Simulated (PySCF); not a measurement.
# Electric field gradients and quadrupole coupling constants

Compound: C5H10NPS.
Cartesian coordinates in Å at the GFN2-xTB level; atoms count from 1:
```
atom  x, y, z in Å
C1     3.3645   -0.6461   -0.5109
S2     1.7156   -1.2172   -0.0169
C3     0.8043    0.3491   -0.2265
P4    -0.8406    0.2474    0.6451
C5    -1.6366    1.6933   -0.1867
C6    -1.5693   -1.1074   -0.4334
C7    -2.9859   -1.1662   -0.2353
N8    -4.1191   -1.1818   -0.0799
H9     3.3285   -0.2653   -1.5282
H10    4.0211   -1.5084   -0.4602
H11    3.7055    0.1229    0.1775
H12    1.3892    1.1414    0.2451
H13    0.6929    0.5591   -1.2945
H14   -1.1980    2.6124    0.1979
H15   -1.5167    1.6562   -1.2694
H16   -2.6970    1.6879    0.0597
H17   -1.1145   -2.0564   -0.1352
H18   -1.3527   -0.9147   -1.4893
```

Field gradients from the PBE0/pcSseg-1 density (PySCF, non-relativistic), principal values in atomic units, ordered |Vxx| ≤ |Vyy| ≤ |Vzz|:

| atom | Vxx | Vyy | Vzz |
| --- | --- | --- | --- |
| S2 | 0.6508 | 2.5699 | -3.2207 |
| N8 | 0.4637 | 0.4911 | -0.9548 |

Task: Find the asymmetry η = (Vxx − Vyy)/Vzz and the couplings χ = eQV/h (234.96 MHz × Q in barn × V in au), with Q(33S) = −0.0678 b, Q(14N) = 0.02044 b.

Result: 
```csv
atom,environment,nucleus,η,χzz (MHz),χxx (MHz),χyy (MHz)
S2,sulfide sulfur,33S,0.60,51.31,-10.37,-40.94
N8,nitrile nitrogen,14N,0.03,-4.586,2.227,2.359
```

The gradient is axial or nearly so (η below 0.05) at N8. The tensor is traceless: Vxx + Vyy + Vzz = 0.

Task: What is Vzz at S2 in SI units (1 au = 9.71736 × 10²¹ V/m²)?

Result: -3.2207 au = -31.297 × 10²¹ V/m².

Task: What couplings would deuterons (Q(2H) = 0.00286 b) have in place of the hydrogens, at this geometry?

Result: 
| atom | bonded to | bond length (Å) | Vzz (au) | η | χzz (kHz) |
| --- | --- | --- | --- | --- | --- |
| H9 | C1 | 1.087 | 0.3131 | 0.03 | 210 |
| H10 | C1 | 1.085 | 0.3172 | 0.04 | 213 |
| H11 | C1 | 1.087 | 0.3125 | 0.03 | 210 |
| H12 | C3 | 1.092 | 0.3051 | 0.04 | 205 |
| H13 | C3 | 1.094 | 0.3008 | 0.02 | 202 |
| H14 | C5 | 1.089 | 0.3158 | 0.02 | 212 |
| H15 | C5 | 1.090 | 0.3123 | 0.01 | 210 |
| H16 | C5 | 1.089 | 0.3109 | 0.02 | 209 |
| H17 | C6 | 1.094 | 0.2972 | 0.04 | 200 |
| H18 | C6 | 1.095 | 0.2977 | 0.04 | 200 |

Isolated species at its GFN2-xTB geometry (one conformer only). GFN2-xTB bond lengths can be off by several hundredths of an ångström, more for odd bonds, and the gradients follow them. With so small a basis the couplings can be 20 % off.

These values come from a run that also computed NMR shieldings. On one thread of an Arm Neoverse N1, shared host with 64 logical CPUs at a one-minute load of 59, this took 74 s of wall time (grids of density and orbitals included) and 0.89 GiB of memory at its peak.
